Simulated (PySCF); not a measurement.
A structure optimised at r2SCAN-D4/def2-SVP, used in a PySCF frequency run:

```
C
C 1 1.3470
H 2 1.0979 1 121.86
H 2 1.0990 3 115.64 1 180.00
H 1 1.0998 2 117.19 3 180.00
Al 1 1.9251 5 122.65 2 180.00
O 6 1.6968 1 117.30 5 -180.00
H 7 0.9604 6 127.12 1 180.00
Cl 6 2.1098 7 120.01 8 0.00
```

Write its SMILES, formula and point group.

C=[CH][Al]([OH])[Cl], C2H4AlClO, Cs

What are its rotational constants (standard atomic weights)?

5.4510, 1.7675, 1.3347 GHz
